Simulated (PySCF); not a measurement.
**Field gradients at the hydrogen positions**

C6H8FPSi.
Cartesian coordinates in Å at the GFN2-xTB level; atoms count from 1:
```
atom  x, y, z in Å
C1    -2.3753    1.1487   -0.0075
C2    -1.3290    0.0770    0.0677
C3    -1.6721   -1.2605    0.0065
P4    -0.5799   -2.6053    0.0767
C5     0.9281   -1.7670    0.2337
C6     1.1013   -0.3952    0.2802
Si7    2.8083    0.4110    0.4566
C8     0.0053    0.4477    0.1978
F9     0.2707    1.7823    0.2519
H10   -3.3715    0.7169   -0.0528
H11   -2.3087    1.8016    0.8621
H12   -2.2158    1.7656   -0.8916
H13   -2.7228   -1.5053   -0.0946
H14    1.8122   -2.3886    0.3014
H15    3.0378    1.2580   -0.7129
H16    2.8161    1.1996    1.6877
H17    3.7883   -0.6745    0.5206
```

Level: PBE0/pcSseg-1 (PySCF, non-relativistic); Q(2H) = 0.00286 b; rigid geometry, the same for H and D, with no vibrational averaging.

Question: Rank these positions by the coupling χzz of a deuteron there, largest first.
A. H17 (Si–H hydrogen)
B. H13 (aromatic hydrogen)
C. H12 (methyl hydrogen)

Answer: B (216 kHz), C (208 kHz), A (108 kHz).

Question: What are Vzz, η and χzz (234.96 MHz × Q × Vzz) at all hydrogens?

Answer: 
```csv
atom,bonded to,bond length (Å),Vzz (au),η,χzz (kHz)
H10,C1,1.087,0.3139,0.04,211
H11,C1,1.089,0.3091,0.03,208
H12,C1,1.090,0.3089,0.03,208
H13,C3,1.084,0.3213,0.07,216
H14,C5,1.083,0.3215,0.07,216
H15,Si7,1.462,0.1634,0.01,110
H16,Si7,1.462,0.1634,0.01,110
H17,Si7,1.464,0.1613,0.03,108
```

Question: Average by the element that carries the hydrogen.

Answer: on C: 212 kHz over 5 positions, mean bond length 1.086 Å; on Si: 109 kHz over 3 positions, mean bond length 1.463 Å.

Question: Give the 2H NMR doublet splittings at H17 for a magnetic field along the z, y and x axes of the gradient: 3χ/2, 3χ(1 + η)/4, 3χ(1 − η)/4.

Answer: With |χ| = 108.4 kHz and η = 0.025: 163, 83 and 79 kHz, to first order and without motion.

Isolated species at its GFN2-xTB geometry, gas phase. GFN2-xTB bond lengths can be off by several hundredths of an ångström, more for odd bonds, and the gradients follow them. The small basis limits the accuracy of the gradients.
